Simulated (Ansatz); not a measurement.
Reaction (ligand exchange at the Sn–O bond): `C[O][SnH]([OH])[Cl]` + H–F → `C[O][SnH]([F])[Cl]` + H₂O

Program: Ansatz. Geometries: PBE0-D4/def2-TZVP. ΔE: electronic, gas phase. CBS: MP2 limit from def2 TZ/QZ plus the TZ coupled-cluster correction, frozen cores. This one scheme is used for every species. DFT in def2-TZVPP. def2 core potentials past Kr. For Sn outer-core shells are correlated without core-valence functions, which leaves a few kJ/mol of doubt a bond. One conformer a species, not always the lowest.

(1) Is it downhill or uphill in electronic energy at CCSD(T)/CBS, and by how much? (An estimate is asked.)

(2) What do these levels give: PBE0-D4, ωB97X-V, r2SCAN, PBE0, CCSD/def2-TZVPP, CCSD/CBS(def2)? (Estimate.)

Largest T1 diagnostic among the species: 0.014.

Answers

(1) Ansatz gave: Downhill: ΔE = -0.32 eV.

(2) The calculation gave: PBE0-D4 -0.34, ωB97X-V -0.38, r2SCAN -0.39, PBE0 -0.36, CCSD/def2-TZVPP -0.31, CCSD/CBS(def2) -0.34 eV.

In def2-TZVPP, CCSD(T) changes the Hartree–Fock value by +0.12 eV (the triples alone add +0.01 eV) and MP2 by +0.15 eV.
